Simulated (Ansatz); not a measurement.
C₂H₂F₂Si, SMILES `FC1=C(F)[SiH2]1`, relaxed with RKS PBE0-D4/def2-TZVP in Ansatz from a PBE-D4/def2-SVP geometry. The force threshold is 0.005 eV/Å; the program also tests the step.

Charge 0, multiplicity 1.

Start:

```xyz
7

F    -1.032    1.560    1.375
C    -0.381    0.693    0.607
C     0.882    0.372    0.279
F     2.123    0.758    0.553
Si   -0.336   -0.714   -0.594
H    -0.587   -2.136   -0.171
H    -0.670   -0.534   -2.050
```

Task: How much energy does the relaxation release, and in how many steps? (Estimate.)

Result: Ansatz gave: 1.05 kcal/mol, in 5 steps, 1 of them rejected.

Task: Which bonds change most? (Best estimate.)

Result: Ansatz gave: C3–Si5 from 1.851 to 1.818 Å; C2–Si5 from 1.851 to 1.818 Å; Si5–H6 from 1.505 to 1.485 Å; Si5–H7 from 1.505 to 1.485 Å.

Task: Give the relaxed structure. (Best estimate.)

Result: The calculation gave: 
```xyz
7

F    -1.003    1.546    1.362
C    -0.378    0.677    0.594
C     0.867    0.361    0.270
F     2.089    0.761    0.557
Si   -0.332   -0.705   -0.586
H    -0.581   -2.109   -0.172
H    -0.662   -0.531   -2.024
```
